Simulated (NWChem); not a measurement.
The numbers come from NWChem runs, not from measurements. System: thiourea (CH4N2S), charge 0, spin multiplicity 1, at a geometry optimised with B3LYP/def2-SVP. Level: TD-B3LYP/6-31+G* (spherical d), VWN1-RPA local correlation.

Job file:

```
start mol
memory heap 200 mb stack 900 mb global 1100 mb
geometry units angstroms nocenter noautoz
  N     -1.096516    -0.351608    -1.048769
  C      0.000000     0.000000    -0.315346
  N      1.096516     0.351608    -1.048769
  S      0.000000     0.000000     1.353408
  H     -1.189551    -0.054571    -2.014664
  H     -1.952430    -0.485514    -0.525175
  H      1.189551     0.054571    -2.014664
  H      1.952430     0.485514    -0.525175
  symmetry group C2
end
basis spherical
  * library 6-31+g*
end
dft
  xc b3lyp
  semidirect memsize 60000000 filesize 0
  iterations 100
end
tddft
  rpa
  nroots 8
  notriplet
  thresh 1e-4
end
task tddft energy
```

Output (cleaned and shortened):

```
             Northwest Computational Chemistry Package (NWChem) 7.3.0
             --------------------------------------------------------

                                NWChem Input Module
                                -------------------

 Scaling coordinates for geometry "geometry" by  1.889725989
 (inverse scale =  0.529177249)

 Turning off AUTOSYM since
 SYMMETRY directive was detected!

                             Geometry "geometry" -> ""
                             -------------------------

 Output coordinates in angstroms (scale by  1.889725989 to convert to a.u.)

  No.       Tag          Charge          X              Y              Z
 ---- ---------------- ---------- -------------- -------------- --------------
    1 N                    7.0000    -1.09651600    -0.35160800    -1.04876900
    2 C                    6.0000     0.00000000     0.00000000    -0.31534600
    3 N                    7.0000     1.09651600     0.35160800    -1.04876900
    4 S                   16.0000     0.00000000     0.00000000     1.35340800
    5 H                    1.0000    -1.18955100    -0.05457100    -2.01466400
    6 H                    1.0000    -1.95243000    -0.48551400    -0.52517500
    7 H                    1.0000     1.18955100     0.05457100    -2.01466400
    8 H                    1.0000     1.95243000     0.48551400    -0.52517500

 Effective nuclear repulsion energy (a.u.)     156.9925954962

            Nuclear Dipole moment (a.u.)
            ----------------------------
        X                 Y               Z
 ---------------- ---------------- ----------------
     0.0000000000     0.0000000000     0.0000151178

      Symmetry information
      --------------------

 Group name             C2
 Group number              4
 Group order               2
 No. of unique centers     5

      Symmetry unique atoms

     1    2    4    5    6


 Summary of "ao basis" -> "" (spherical)
 ------------------------------------------------------------------------------
       Tag                 Description            Shells   Functions and Types
 ---------------- ------------------------------  ------  ---------------------
[...]
  Root   6 singlet a              0.215777320 a.u.                5.8716 eV
  ----------------------------------------------------------------------------
     Transition Moments    X -0.00000   Y  0.00000   Z -0.12552
     Transition Moments   XX  1.20087  XY -0.49253  XZ  0.00000
     Transition Moments   YY -0.21442  YZ  0.00000  ZZ  0.04178
     Dipole Oscillator Strength                    0.0022664309
     Electric Quadrupole                           0.0000000434
     Magnetic Dipole                               0.0000000265
     Total Oscillator Strength                     0.0022665007

          sigma_e =   3.3231 Angstrom
          sigma_h =   1.6266 Angstrom
         |d_h->e| =   2.1392 Angstrom
            d_exc =   4.2099 Angstrom
            d_CD1 =   3.8358 Angstrom
            d_CD2 =  -0.3356 Angstrom
            d_CD3 =   6.3492 Angstrom
     Pearson C.C. =   0.0501

     Occ.   18  a   ---  Virt.   21  a   -0.14116 X
     Occ.   19  b   ---  Virt.   22  b   -0.09342 X
     Occ.   19  b   ---  Virt.   23  b   -0.96804 X
     Occ.   20  b   ---  Virt.   23  b   -0.16832 X
  ----------------------------------------------------------------------------
  Root   7 singlet b              0.226902875 a.u.                6.1743 eV
  ----------------------------------------------------------------------------
     Transition Moments    X -0.49629   Y -0.01640   Z -0.00000
     Transition Moments   XX -0.00000  XY -0.00000  XZ -1.82697
     Transition Moments   YY  0.00000  YZ -0.44884  ZZ -0.00000
     Dipole Oscillator Strength                    0.0372988980
     Electric Quadrupole                           0.0000002202
     Magnetic Dipole                               0.0000014177
     Total Oscillator Strength                     0.0373005358

          sigma_e =   2.8929 Angstrom
          sigma_h =   1.4793 Angstrom
         |d_h->e| =   1.1975 Angstrom
            d_exc =   3.4481 Angstrom
            d_CD1 =   2.6111 Angstrom
            d_CD2 =  -0.9886 Angstrom
            d_CD3 =   4.6456 Angstrom
     Pearson C.C. =   0.0119

     Occ.   18  a   ---  Virt.   22  b   -0.14979 X
     Occ.   19  b   ---  Virt.   24  a    0.10995 X
     Occ.   20  b   ---  Virt.   24  a   -0.96521 X
     Occ.   20  b   ---  Virt.   25  a   -0.15220 X
     Occ.   20  b   ---  Virt.   28  a    0.06400 X
  ----------------------------------------------------------------------------
  Root   8 singlet b              0.235287237 a.u.                6.4025 eV
  ----------------------------------------------------------------------------
     Transition Moments    X  0.41622   Y -0.02453   Z -0.00000
     Transition Moments   XX -0.00000  XY -0.00000  XZ  2.84416
     Transition Moments   YY -0.00000  YZ  0.36917  ZZ -0.00000
     Dipole Oscillator Strength                    0.0272679770
     Electric Quadrupole                           0.0000005705
     Magnetic Dipole                               0.0000000063
     Total Oscillator Strength                     0.0272685538

          sigma_e =   2.7254 Angstrom
          sigma_h =   1.4252 Angstrom
         |d_h->e| =   1.5181 Angstrom
            d_exc =   3.4027 Angstrom
            d_CD1 =   2.8182 Angstrom
            d_CD2 =  -0.5572 Angstrom
            d_CD3 =   4.9208 Angstrom
     Pearson C.C. =   0.0238

     Occ.   18  a   ---  Virt.   22  b    0.09398 X
     Occ.   19  b   ---  Virt.   24  a   -0.09607 X
     Occ.   20  b   ---  Virt.   24  a    0.12959 X
     Occ.   20  b   ---  Virt.   25  a   -0.98003 X

              Target root =      1
          Target symmetry = none
      Ground state energy =   -548.221136430783
        Excitation energy =      0.147216951889
     Excited state energy =   -548.073919478895

  stored tddft:energy   -548.07391947889460

 Task  times  cpu:      184.4s     wall:      184.4s

 Total times  cpu:      184.4s     wall:      184.4s
```
